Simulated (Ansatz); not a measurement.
The same path of AlClF$_{2}$H$_{2}$S (7 atoms, charge 0, multiplicity 1) was run twice with different band settings. Lost on the way: Al1–Cl2, S5–H7. Made: Cl2–H7.

These are results of RHF/def2-SVP in Ansatz 0.2.0, not measurements.

Relaxed end points:

```xyz
7
Properties=species:S:1:pos:R:3
Al 0.055 -0.038 0.158
Cl -0.115 0.759 2.097
F 1.447 0.255 -0.673
F -1.330 -0.207 -0.727
S 0.314 -2.523 0.633
H -0.931 -2.862 0.283
H 0.080 -2.508 1.949
```

```xyz
7
Properties=species:S:1:pos:R:3
Al 0.083 -0.598 -0.227
Cl -0.099 0.053 2.364
F 1.434 0.297 -0.499
F -1.384 0.025 -0.635
S 0.297 -2.761 0.012
H -1.011 -3.023 -0.081
H 0.201 -1.116 2.787
```

Common settings: movable images 5; climbing image yes; optimiser quadratic models (default); start path through a guess of the saddle point; force threshold 0.05 eV/Å; iteration limit 60; end points relaxed.

| run | spring |
| --- | --- |
| 1 | 5.0 eV/Å² |
| 2 | 0.5 eV/Å² |

**Question.** What does each run give, and how far can it be trusted?

**Answer.** Run 1: converged after 15 iterations, highest image 1.474 eV above the first end. A vibrational analysis at the climbing image gives one clearly imaginary mode, 1181i cm⁻¹: a first-order saddle point.
Run 2: converged after 24 iterations, highest image 1.474 eV above the first end. Another band between the same ends (5 images) ends at a top of the same energy, where a vibrational analysis finds 1 clearly imaginary mode.
The orbitals stay closed-shell, which can raise the energy where a bond breaks towards radicals; this wasn't checked here.
